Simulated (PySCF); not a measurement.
This PySCF input asks for the NMR shieldings of SMILES COCP(CP)C1CC1, C6H14OP2; the geometry comes from GFN2-xTB.

```python
import basis_set_exchange as bse
import numpy as np
from pyscf import gto, dft
from pyscf.prop import nmr

atoms = """
C     3.193629    0.007959    0.729544
O     1.816798    0.188425    0.527952
C     1.459153    0.212453   -0.828426
P    -0.385234    0.466159   -0.990409
C    -0.512601    1.904766    0.185466
P    -2.240437    2.554347    0.404774
C    -0.903948   -0.876769    0.145931
C    -2.285376   -1.450195    0.002442
C    -1.104614   -2.245624   -0.443058
H     3.356355    0.014600    1.805821
H     3.533766   -0.948224    0.312571
H     3.771334    0.817879    0.266336
H     1.979248    1.025872   -1.361947
H     1.724600   -0.735246   -1.325087
H    -0.103888    1.633580    1.163381
H     0.091911    2.725846   -0.216351
H    -2.585764    2.489870   -0.945192
H    -2.833472    1.318559    0.659029
H    -0.479545   -0.813974    1.142577
H    -2.931325   -1.038555   -0.760176
H    -2.807329   -1.753056    0.898509
H    -0.953419   -2.369741   -1.506285
H    -0.804598   -3.101946    0.142677
"""
names = dict.fromkeys(["C", "O", "P", "H"], "pcSseg-1")
basis = {el: gto.basis.parse(bse.get_basis(n, elements=[el], fmt="nwchem")) for el, n in names.items()}
mol = gto.M(atom=atoms, basis=basis, charge=0, verbose=0)
mf = dft.RKS(mol, xc="PBE0")
mf.grids.level = 2
mf.grids.alignment = dft.numint.BLKSIZE   # the property module wants whole blocks of grid points
mf.conv_tol = 1e-9
mf.kernel()

calc = nmr.RKS(mf)   # GIAO
C = mf.mo_coeff
Co = C[:, mf.mo_occ > 0]
resp = mf.gen_response(singlet=True, hermi=2)
def vind(x):   # induced exchange potential for any number of trial vectors
    d = np.einsum("pi,xij,qj->xpq", C, 2 * x.reshape(-1, C.shape[1], Co.shape[1]), Co, optimize=True)
    return np.einsum("xpq,pi,qj->xij", resp(d - d.transpose(0, 2, 1)), C, Co, optimize=True).ravel()
mo1, _ = nmr.rhf.solve_mo1(calc, with_cphf=vind)
sigma = calc.kernel(mo1)
for i, s in enumerate(sigma):   # ppm
    print("%2d %-2s %9.2f" % (i, mol.atom_pure_symbol(i), np.trace(s) / 3))
```

Question: What does it print?

Answer: 
```
 0 C     123.73
 1 O     316.74
 2 C     110.57
 3 P     325.77
 4 C     173.14
 5 P     497.04
 6 C     177.86
 7 C     178.61
 8 C     184.76
 9 H      27.74
10 H      28.34
11 H      28.41
12 H      28.26
13 H      28.08
14 H      29.48
15 H      30.78
16 H      29.04
17 H      28.78
18 H      30.61
19 H      31.17
20 H      30.81
21 H      31.52
22 H      31.11
```

These numbers come from an equivalent density-fitted implementation of the same equations, which agrees with the script to about 0.01 ppm for H and up to a few tenths of a ppm for heavy atoms, so last digits may differ.

Size and cost of the density-fitted run: 237 basis functions, 47 s wall time on 1 thread of an Arm Neoverse V2, shared host; peak memory 1 GiB.
